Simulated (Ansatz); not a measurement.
Li3Br4, relaxed as a doublet with UKS r2SCAN-D4/def2-SVP in Ansatz, starting from the GFN1-xTB geometry. Force threshold 0.02 eV/Å.

In the doublet, Br5 and Br6 lie 2.96 Å apart (atoms count from 1), so these atoms are partly bonded to each other. Another isomer (doublet) lies 0.08 eV lower at PBE0-D4/def2-TZVP; other spin states weren't run for this one.

Start:

Cartesian coordinates in Å:
```
Li 0.7674 1.3451 -0.5289
Li 0.3480 -0.6157 1.5058
Li -0.9512 -0.8392 -1.0318
Br -1.0018 1.2842 -2.1510
Br -1.6962 -1.7846 1.0459
Br 0.9790 1.6746 1.8397
Br 1.5547 -1.0644 -0.6797
```

```csv
step,energy (eV),largest force component (eV/Å),SCF passes
1,-280773.2621,0.411,44
2,-280773.3532,0.147,34
3,-280773.3646,0.065,27
4,-280773.3663,0.034,30
5,-280773.3693,0.038,35
6,-280773.3745,0.093,33
7,-280773.3829,0.128,32
8,-280773.4109,0.155,36
9,-280773.4511,0.133,34
10,-280773.4662,0.143,27
11,-280773.4795,0.210,26
12,-280773.5203,0.201,32
13,-280773.5709,0.173,36
14 (rejected),-280773.5680,0.269,21
15,-280773.5854,0.043,23
16 (rejected),-280773.5851,0.052,23
17,-280773.5860,0.020,24
18,-280773.5860,0.013,24
```

Force components are those of the run's own axes.

End:

Cartesian coordinates in Å:
```
Li 0.808 1.307 -0.706
Li 0.901 -1.014 1.514
Li -0.864 -0.869 -1.166
Br -1.083 1.283 -2.134
Br -1.602 -0.951 1.375
Br 0.182 1.362 1.866
Br 1.658 -1.118 -0.749
```

By distances, no bond broke or formed. The bond that changes most is Li1–Br6, from 2.40 to 2.65 Å (atoms count from 1).

No frequencies were taken in this run, so the end may be a saddle point.

Run time 3.1 min (4 threads of Arm Neoverse V1 on a shared host).
